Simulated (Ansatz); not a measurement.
Two isomers of CH5FS2Si: A = `FC([SiH3])SS`, B = `C[Si](F)(S)S`.

Computed with Ansatz on PBE0-D4/def2-TZVP structures; ΔE is electronic, products minus reactants. CBS: MP2 limit from def2 TZ/QZ plus the TZ coupled-cluster correction, frozen cores. DFT in def2-TZVPP. B3LYP here is the variant with VWN-RPA as its local correlation; programs differ in this. Each species was taken in one conformer, which may not be the lowest.

A:

Z-matrix (Å, degrees):
```
C
Si 1 1.911
S 1 1.787 2 115.9
F 1 1.392 2 108.2 3 -126.5
H 1 1.098 2 110.3 3 116.7
H 2 1.483 1 109.6 3 -40.3
H 2 1.486 1 106.5 3 -158.8
H 2 1.479 1 110.0 3 82.9
S 3 2.043 1 104.5 2 -39.0
H 9 1.347 3 98.5 1 -84.1
```

B:

Z-matrix (Å, degrees):
```
C
Si 1 1.848
H 1 1.091 2 110.5
H 1 1.093 2 110.5 3 120.7
H 1 1.092 2 110.1 3 -119.7
F 2 1.600 1 107.7 3 177.9
S 2 2.127 1 115.1 3 58.6
S 2 2.120 1 108.4 3 -61.2
H 7 1.346 2 93.8 1 75.4
H 8 1.344 2 93.9 1 174.6
```

Q: Which isomer does CCSD(T)/CBS put lower? Give the gap. (Best estimate.)

A: Computed: B, by 458.3 kJ/mol.

Q: Give E(B) − E(A) in kJ/mol with CCSD(T)/def2-TZVPP, B2PLYP, r2SCAN-D4, CCSD/def2-TZVPP, B3LYP, HF/def2-TZVPP, PBE-D4. (Best estimate.)

A: Ansatz gave: CCSD(T)/def2-TZVPP -456.5, B2PLYP -452.5, r2SCAN-D4 -453.2, CCSD/def2-TZVPP -461.1, B3LYP -439.7, HF/def2-TZVPP -466.0, PBE-D4 -425.7. None reverses the order clearly.

Largest T1 diagnostic: 0.013.

From PBE to PBE0 (25 % exact exchange), in def2-TZVPP and without D4, E(B) − E(A) moves by −18.7 kJ/mol.
